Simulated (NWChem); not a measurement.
System: SnNH₄O₂F; SMILES [NH2][Sn]([OH])([OH])[F]

NWChem input:

```
start job
memory heap 200 mb stack 900 mb global 1100 mb
geometry units angstroms noautoz
  N     -0.256208    -1.934802    -0.610695
  Sn     0.022690    -0.005338     0.017325
  O     -1.532338     0.732302     1.021431
  O      0.386159     1.334889    -1.413676
  F      1.633999    -0.077795     1.132670
  H      0.158797    -2.553968     0.102437
  H     -1.267098    -2.138054    -0.618931
  H     -1.480477     1.709192     0.998581
  H      1.222095     1.100060    -1.863631
end
basis spherical
  * library def2-svp
end
ecp
  Sn library def2-ecp
end
dft
  xc becke97-d
  disp vdw 2
  iterations 150
  mulliken
end
task dft energy
```

Structure relaxed at the PBE-D3(BJ)/def2-SVP level. No frequency run checked for a minimum. def2 effective core potentials on Sn; no spin-orbit coupling.

**Question.** Predict the main results of this run. (B97-D/def2-SVP with def2 effective core potentials on Sn.) Quantities: energy (Ha); highest occupied level (eV); orbital gap (eV); dipole (D).

**Answer.** The energy (Ha) comes out as -521.80, the highest occupied level (eV) is -6.69 and the orbital gap (eV) is 4.04. The dipole (D) comes out as 1.42.
